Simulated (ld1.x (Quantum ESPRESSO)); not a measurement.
Values are calculated unless marked as measured or tabulated.
## Potentials for Al (Z = 13) compared

Generated with ld1.x 7.5 (TM, RRKJ, ultrasoft, PAW), atompaw 4.2 or ONCVPSP 4.0.1. The cutoff is in Ry: for ld1.x and atompaw files where the sum of valence levels is converged to 10 mRy in a Bessel basis, for ONCV files where the hardest occupied wave has 1 mHa per electron of residual kinetic energy. The error is the largest all-electron minus pseudo excitation energy over each file’s own four to seven test configurations (ionisations up to +4, promotions, holes and added fractions of an electron), all of which were solved. The labels leave out finer settings (local radius, basis sizes, second energies), which also bear on the numbers. Spin-polarised tests are not counted. The rows are a selection from randomly drawn settings: files with unsolved tests, undetermined cutoffs or missed reference levels are left out.

| potential | cutoff (Ry) | largest error (meV) | bound ghosts |
| --- | --- | --- | --- |
| TM, PBEsol, scalar-relativistic, rc 2.00/2.40 (sp), local smoothed, core correction no, reference 3s1 3p0 | 10 | +26 | none |
| TM, LDA (PZ), scalar-relativistic, rc 2.20/2.15/2.30 (spd), local smoothed, core correction yes, reference 3s2 3p0.5 | 10 | -18 | none |
| RRKJ, PBE, non-relativistic, rc 1.75/1.65 (sp), local s, core correction no, reference 3s2 3p0.5 | 12 | +47 | none |
| ultrasoft, PBEsol, scalar-relativistic, rc 2.84/2.66/2.42 (spd), local smoothed, core correction yes, reference 3s2 3p1 | 6 | -9.3 | none |
| TM, PBE, scalar-relativistic, rc 2.10/3.00 (sp), local s, core correction yes, reference 3s2 3p1 | 10 | +9.9 | none |
| TM, PBE, scalar-relativistic, rc 1.95/1.80 (sp), local s, core correction no, reference 3s2 3p1 | 10 | +40 | none |

Question: Fill in the row for Al: TM, LDA (PZ), non-relativistic, rc 2.30/2.15/2.45 (spd), local d, core correction yes, reference 3s2 3p1.

Answer: cutoff 8 Ry, largest error +50 meV, bound ghosts: none.
